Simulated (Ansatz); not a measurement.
System: Si₂H₄F₂, charge 0, singlet. Si2H4F2 (fluoro(fluorosilyl)silane, SMILES F[SiH2][SiH2]F).
B3LYP-D3(BJ)/def2-TZVP minimum from Ansatz (a first-principles code):
```xyz
8

Si    -1.1706    -0.0924     0.4094
F     -1.7746    -0.4654    -1.0371
Si     1.1800    -0.1768     0.3502
F      1.7549     1.0283    -0.5517
H     -1.6637     1.2541     0.7774
H     -1.6771    -1.0860     1.3861
H      1.6706    -1.4508    -0.2225
H      1.7158    -0.0158     1.7232
```
Charge 0, spin multiplicity 1.

Property: atomisation energy (electronic, to ground-state atoms), in kcal/mol. Radicals and triplets start from unrestricted determinants; spin-orbit coupling is neglected. CBS(X,Y): correlation extrapolated as X^-3, Hartree-Fock from the larger set. A bracket is a step between two methods taken in the basis named. The functionals are non-relativistic, so their misses hold any scalar relativity. 'core' is core correlation in cc-pwCVTZ (1s frozen past Ne), 'X2C' scalar relativity in cc-pVTZ-DK, both at CCSD(T). For partners of very few electrons the exact lower level stands in for a higher one.

CCSD(T)/CBS(cc-pV(T+d)Z,cc-pV(Q+d)Z) + [CCSDT(Q) - CCSD(T)]/cc-pV(D+d)Z + core + X2C (Ansatz) gives 646.8 kcal/mol.

Q: How far off this value is PBE/def2-TZVPD (Ansatz), in which direction, and which of these levels come nearer: r2SCAN/def2-TZVPD, B3LYP/def2-TZVPD, PBE0/def2-TZVPD, wB97M-V/def2-TZVPD, CCSD(T)/CBS(cc-pV(T+d)Z,cc-pV(Q+d)Z) + core + X2C?

A: PBE gives 635.4 kcal/mol, 11.4 kcal/mol below it. Differences of the others: r2SCAN/def2-TZVPD (Ansatz) -5.9; B3LYP/def2-TZVPD (Ansatz) -12.7; PBE0/def2-TZVPD (Ansatz) -18.9; wB97M-V/def2-TZVPD (Ansatz) -5.3; CCSD(T)/CBS(cc-pV(T+d)Z,cc-pV(Q+d)Z) + core + X2C (Ansatz) -0.6 kcal/mol. Nearer than PBE: r2SCAN/def2-TZVPD, wB97M-V/def2-TZVPD, CCSD(T)/CBS(cc-pV(T+d)Z,cc-pV(Q+d)Z) + core + X2C.
